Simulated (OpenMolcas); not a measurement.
## Potential curves of InH: spin–orbit levels

Computed with OpenMolcas 26.06: state-averaged CASSCF(4,5) over In 5s 5p, H 1s, XMS-CASPT2 (IPEA 0.25, imaginary shift 0.2 hartree), scalar X2C, ANO-RCC-VTZP, then RASSI spin–orbit state interaction with atomic mean-field integrals. C2 symmetry about the axis (a holds Σ, Δ, Γ; b holds Π, Φ, H; Σ⁺ and Σ⁻ are not told apart); roots by multiplicity and irrep: 1a 1, 3b 4, 1b 2, 3a 2, 5a 1.

XMS-CASPT2 energies with spin–orbit state interaction in eV from the lowest point. Curves are followed by energy order within each symmetry, so they are adiabatic and may change character at avoided crossings; for Ω = 0 the + and − levels are counted together.

```
R (Å)  (1)Ω=0  (2)Ω=0  (3)Ω=0  (1)Ω=1  (1)Ω=2  (4)Ω=0  (3)Ω=1  (6)Ω=0  (2)Ω=2
1.775   0.013   1.866   1.872   1.944   2.040   5.201   5.202   6.055   6.221
1.859   0.000   1.889   1.896   1.967   2.063   4.915   4.917   5.787   5.954
1.952   0.044   1.958   1.965   2.034   2.132   4.628   4.630   5.582   5.749
2.045   0.131   2.041   2.050   2.117   2.217   4.371   4.373   5.457   5.625
2.175   0.296   2.149   2.159   2.222   2.326   4.053   4.055   5.395   5.565
2.342   0.547   2.256   2.270   2.325   2.436   3.711   3.713   5.423   5.594
2.603   0.960   2.345   2.365   2.404   2.531   3.311   3.313   5.680   5.849
2.974   1.499   2.368   2.402   2.415   2.566   2.960   2.963   6.116   6.280
3.532   2.077   2.373   2.443   2.407   2.589   2.729   2.736   6.552   6.700
4.276   2.347   2.370   2.565   2.397   2.603   2.645   2.668   6.741   6.853
```

The 9 lowest clean curves are shown; the next is (8)Ω=0, from 6.86 eV. Left out for impure symmetry, kinks or missing points, though low: (2)Ω=1, (5)Ω=0, (4)Ω=1, (7)Ω=0, (5)Ω=1. Only roots inside an energy window near the equilibrium distance were included, so the list of states is not complete; labels number the states computed. Each spin and symmetry block has orbitals of its own, averaged over its own roots, so gaps between blocks are less sure than gaps within one and near the minimum can be off by tenths of an eV, in bad cases by more. No Rydberg orbitals are active, so Rydberg states, and σ→σ* states whose orbital the CASSCF left unused, can be missing between those listed. At stretched bonds a block can hold a wrong CASSCF solution and miss its lowest state; points past a visible jump are left out. No roots were computed in block 5b (none fell in the window or the block failed), so states of that kind are missing and can lie low or lowest. Points that failed a check (symmetry, reference weights, a jump) are left out.
